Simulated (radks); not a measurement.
The numbers below are computed, except where a source is named.
Species: the thallium ion Tl4+. Configuration: [Xe] 4f14 5d9.

Code: a radial shooting solver on a logarithmic mesh with Libxc functionals. Model: Dirac Kohn-Sham, BLYP, spin-unpolarised, spherical densities, finite nucleus; open shells fill j = l - 1/2 first; Fermi nuclear charge, rms radius 5.4759 fm.

Energy parts (hartree):
part                       energy
total                 -20280.6741
kinetic                23480.7447
electron-nucleus      -51097.8453
Hartree                 7717.9166
exchange-correlation    -381.4901

Orbitals (lengths in bohr, moments of r in powers of bohr; <r^-3> diverges for s and p1/2; r(max) is where P^2 peaks):
orbital,occ.,eigenvalue (hartree),<r^4>,r(max),<r>,<r^-3>
1s1/2,2,-3141.600,3.761e-07,0.01003,0.01632,-
2s1/2,2,-560.3335,0.00005418,0.05837,0.06808,-
2p1/2,2,-538.1655,0.00003199,0.04279,0.05588,-
2p3/2,4,-462.2408,0.00005092,0.05039,0.06468,22400
3s1/2,2,-135.0192,0.001961,0.1642,0.1770,-
3p1/2,2,-124.9717,0.001701,0.1530,0.1674,-
3p3/2,4,-108.0933,0.002394,0.1684,0.1835,5262
3d3/2,4,-91.42936,0.001575,0.1309,0.1595,922.2
3d5/2,6,-87.82411,0.001745,0.1351,0.1644,756.8
4s1/2,2,-31.43977,0.04333,0.3694,0.3916,-
4p1/2,2,-27.10226,0.04586,0.3671,0.3931,-
4p3/2,4,-22.99689,0.06373,0.3985,0.4275,1285
4d3/2,4,-15.89787,0.07442,0.3902,0.4333,203.5
4d5/2,6,-15.13184,0.08212,0.3998,0.4444,163.1
5s1/2,2,-6.47793,1.061,0.8081,0.8753,-
4f5/2,6,-5.96623,0.1328,0.3556,0.4642,35.26
4f7/2,8,-5.79702,0.1404,0.3601,0.4707,33.44
5p1/2,2,-5.01389,1.444,0.8487,0.9364,-
5p3/2,4,-4.25872,2.094,0.9260,1.027,233.0
5d3/2,4,-2.22890,5.756,1.082,1.279,24.61
5d5/2,5,-2.13847,6.503,1.113,1.319,19.31

The highest occupied level is 5d5/2 at -58.191 eV. For comparison, the ionisation energy in NIST's Atomic Spectra Database is 62.6 eV (measured). In exact Kohn-Sham theory the highest level is minus the ionisation energy, but local and semilocal functionals leave it too shallow, through self-interaction and a potential that decays too fast; potentials with the right tail come closer. Summed over all electrons, <r^2> = 34.07 bohr^2, which gives a Langevin (diamagnetic) susceptibility term of -27 x 10^-6 cm^3/mol. The electron density at the nucleus is 2.524e+06 e/bohr^3.

Beside tabulated values, note that spin-unpolarised runs miss the spin-polarisation part of the exchange energy of open shells.
